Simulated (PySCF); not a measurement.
**Radial density of Sc- (scandium, charge -1)**

UHF, [Ar] 3d2 4s2, high-spin 3F determinant. Computed with PySCF 2.14 in aug-cc-pVTZ (8s7p5d3f2g, 93 functions), with the non-relativistic Hamiltonian (point nucleus).

| r (bohr) | 4πr²ρ (e/bohr) | 4πr²(ρα − ρβ) |
| --- | --- | --- |
| 0.00131 | 0.1258 | 0.0000 |
| 0.00220 | 0.3427 | 0.0000 |
| 0.00370 | 0.9105 | 0.0001 |
| 0.00622 | 2.317 | 0.0003 |
| 0.0105 | 5.487 | 0.0006 |
| 0.0176 | 11.52 | 0.0012 |
| 0.0296 | 19.81 | 0.0018 |
| 0.0498 | 24.74 | 0.0007 |
| 0.0838 | 20.65 | -0.0039 |
| 0.141 | 19.26 | -0.0052 |
| 0.237 | 26.28 | 0.0282 |
| 0.399 | 15.00 | 0.1774 |
| 0.671 | 7.093 | 0.5465 |
| 1.13 | 8.309 | 0.8591 |
| 1.90 | 2.364 | 0.7478 |
| 3.19 | 0.6307 | 0.4473 |
| 5.37 | 0.3038 | 0.0968 |
| 9.03 | 0.1132 | -0.0711 |
| 15.2 | 0.01720 | -0.0165 |

⟨S²⟩ = 2.33 against 2.00 shows spin contamination. The configuration of this anion was assumed by filling the next shell in order. It is not the known or likely ground configuration (Ca⁻, Sr⁻ and Ba⁻, for instance, bind a p electron), so these values are not the electron affinity of the element. At UHF the highest occupied level has a positive energy, so only the finite basis holds that electron.

Task: Where is the radial spin density 4πr²(ρα − ρβ) most negative, and why is it negative at all?

Result: Around r = 9.03 bohr, down to -0.0711 e/bohr: exchange with the open shell polarises the paired shells in an unrestricted calculation.
